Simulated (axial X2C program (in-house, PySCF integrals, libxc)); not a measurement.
## Nuclear properties of CaSc

Computed with an in-house all-electron X2C program for linear molecules (integrals from PySCF): two-component X2C with atomic mean-field Coulomb and Gaunt terms, Gaussian nuclei, basis Sc dyall-cv3z, Ca dyall-cv3z with contracted cores.

R = 3.082 Å (near the PBE0 minimum at charge 0 of the determinant lowest at the starting distance; the state shown can have its own minimum elsewhere).

Determinant lowest in the PBE0 search, Ω = 1/2 (⟨Sz⟩ = 0.50, ⟨Lz⟩ = 0.00 at PBE0), spin on the atoms Sc 0.62, Ca -0.12:

```json
{"level": "PBE0", "Eeff magnitude (GV/cm)": "0.0328", "Ws magnitude Sc (kHz)": "0.262", "Ws magnitude Ca (kHz)": "0.22", "A∥/gI Sc (MHz)": "-642", "qzz Sc (a.u.)": "-0.56", "A∥/gI Ca (MHz)": "-696", "qzz Ca (a.u.)": "-0.20", "μ (D)": "0.51"}
{"level": "HF", "Eeff magnitude (GV/cm)": "0.118", "Ws magnitude Sc (kHz)": "0.432", "Ws magnitude Ca (kHz)": "0.323", "A∥/gI Sc (MHz)": "-452", "qzz Sc (a.u.)": "-0.58", "A∥/gI Ca (MHz)": "-653", "qzz Ca (a.u.)": "-0.29", "μ (D)": "0.55"}
{"level": "BP86", "Eeff magnitude (GV/cm)": "0.0252", "Ws magnitude Sc (kHz)": "0.22", "Ws magnitude Ca (kHz)": "0.189", "A∥/gI Sc (MHz)": "-622", "qzz Sc (a.u.)": "-0.59", "A∥/gI Ca (MHz)": "-779", "qzz Ca (a.u.)": "-0.20", "μ (D)": "0.52"}
{"level": "LDA", "Eeff magnitude (GV/cm)": "0.0117", "Ws magnitude Sc (kHz)": "0.193", "Ws magnitude Ca (kHz)": "0.173", "A∥/gI Sc (MHz)": "-644", "qzz Sc (a.u.)": "-0.62", "A∥/gI Ca (MHz)": "-826", "qzz Ca (a.u.)": "-0.22", "μ (D)": "0.53"}
{"level": "B3LYP", "Eeff magnitude (GV/cm)": "0.00354", "Ws magnitude Sc (kHz)": "0.228", "Ws magnitude Ca (kHz)": "0.211", "A∥/gI Sc (MHz)": "-684", "qzz Sc (a.u.)": "-0.58", "A∥/gI Ca (MHz)": "-764", "qzz Ca (a.u.)": "-0.20", "μ (D)": "0.54"}
```

Determinant 0.32 eV from it at PBE0 and this distance, Ω = 1/2 (⟨Sz⟩ = -0.50, ⟨Lz⟩ = 1.00 at PBE0), spin on the atoms Sc -0.65, Ca 0.15:

| level | Eeff magnitude (GV/cm) | Ws magnitude Sc (kHz) | Ws magnitude Ca (kHz) | A∥/gI Sc (MHz) | qzz Sc (a.u.) | A∥/gI Ca (MHz) | qzz Ca (a.u.) | μ (D) |
| --- | --- | --- | --- | --- | --- | --- | --- | --- |
| PBE0 | 0.107 | 0.177 | 0.239 | 497 | -0.83 | 644 | -0.32 | 1.24 |
| HF | 0.0751 | 0.39 | 0.321 | 575 | -0.87 | 709 | -0.33 | 0.86 |
| BP86 | 0.118 | 0.103 | 0.174 | 336 | -0.83 | 561 | -0.31 | 1.23 |
| LDA | 0.141 | 0.0647 | 0.155 | 322 | -0.83 | 545 | -0.33 | 1.08 |
| B3LYP | 0.205 | 0.0179 | 0.157 | 255 | -0.83 | 301 | -0.30 | 1.00 |

Eeff is the effective electric field on the electron electric dipole moment in this Ω state and Ws the scalar–pseudoscalar constant of the nucleus named (defined with the proton number Z and per Ω); A∥ (defined per Ω) follows by multiplying with gI = μI/(I μN); qzz is the electric field gradient, eQq0 = 234.96 MHz × Q/barn × qzz; μ is positive if the Ca end (last atom) is positive. The operators were transformed with the bare-nucleus X2C matrices; with these basis sets, hyperfine constants and field gradients can be off by tens of per cent, and where levels differ in sign neither size nor sign is settled.

With gI(45Sc) = 1.3590, Q(45Sc) = -0.22 barn, gI(43Ca) = -0.3764, Q(43Ca) = -0.0408 barn (g factors from the IAEA table of nuclear moments by Stone; Q from Pyykkö, Mol. Phys. 2018), turn the PBE0 values of the first state into constants in MHz.

A∥(45Sc) = -642 × 1.3590 = -872 MHz; eQq0(45Sc) = 234.96 × (-0.22) × (-0.56) = 28.9 MHz; A∥(43Ca) = -696 × -0.3764 = 262 MHz; eQq0(43Ca) = 234.96 × (-0.0408) × (-0.20) = 1.92 MHz.

Each state is one determinant with collinear spin, which with several unpaired electrons need not be a pure state. Unrestricted Hartree–Fock can overshoot spin polarisation at the nuclei. In the state Ω = 1/2 the sign of Eeff differs between levels (HF against PBE0). With several open shells hyperfine constants can be off by a factor of several. Where Eeff spreads by more than a factor of two the levels disagree and none is to be relied on. At B3LYP, BP86, LDA a later determinant lies lower. States lie within half an eV, so the first need not be the ground state. Further determinants of the search, some of them spin-mixed, are not shown. PBE0 term energies can be off by some tenths of an eV.
